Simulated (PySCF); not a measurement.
C2H5FSi2, SMILES C#C[Si@@H](F)[SiH3].

Coordinates come from a ωB97X-D3(BJ)/def2-SVP optimisation. The structure was generated by enumeration; whether it is a known compound was not checked.

Computed with TDDFT-CAM-B3LYP/def2-SVPD in PySCF.

Vertical excitations. Gas-phase values at a fixed geometry.

Computed excitation energies, oscillator strengths and character:
```
state  energy (eV)  λ (nm)      f                                                                main pairs
-----  -----------  ------  -----  ------------------------------------------------------------------------
S1            5.53     224  0.004                                                            HOMO→LUMO 76 %
S2            6.06     205  0.002                     HOMO−1→LUMO 48 %, HOMO→LUMO+1 31 %, HOMO−2→LUMO+1 8 %
S3            6.26     198  0.006                                                        HOMO−1→LUMO+1 78 %
S4            6.75     184  0.019                                          HOMO−2→LUMO 66 %, HOMO→LUMO 13 %
S5            7.36     169  0.103    HOMO→LUMO+2 44 %, HOMO→LUMO+1 20 %, HOMO−2→LUMO+1 8 %, HOMO→LUMO+4 7 %
S6            7.68     161  0.367  HOMO→LUMO+1 32 %, HOMO→LUMO+2 29 %, HOMO−2→LUMO+1 12 %, HOMO−1→LUMO 11 %
S7            7.77     160  0.070                                                          HOMO→LUMO+3 84 %
S8            8.10     153  0.057      HOMO→LUMO+4 44 %, HOMO→LUMO+6 10 %, HOMO−3→LUMO 9 %, HOMO−5→LUMO 7 %
S9            8.18     152  0.056                       HOMO−3→LUMO 41 %, HOMO−5→LUMO 22 %, HOMO→LUMO+4 8 %
S10           8.25     150  0.034                 HOMO−1→LUMO+3 47 %, HOMO−1→LUMO+2 14 %, HOMO−2→LUMO+1 7 %
T1            4.80     258      0      HOMO−1→LUMO 42 %, HOMO→LUMO+1 18 %, HOMO−2→LUMO+1 8 %, HOMO→LUMO 6 %
T2            5.07     245      0                                                            HOMO→LUMO 65 %
T3            5.26     236      0                    HOMO→LUMO+1 41 %, HOMO−1→LUMO 27 %, HOMO−2→LUMO+1 13 %
T4            5.81     213      0                      HOMO−1→LUMO+1 49 %, HOMO→LUMO 19 %, HOMO−2→LUMO 14 %
```
Triplets are in the Tamm–Dancoff approximation, which puts them higher than full response would, so one can lie above its singlet here.
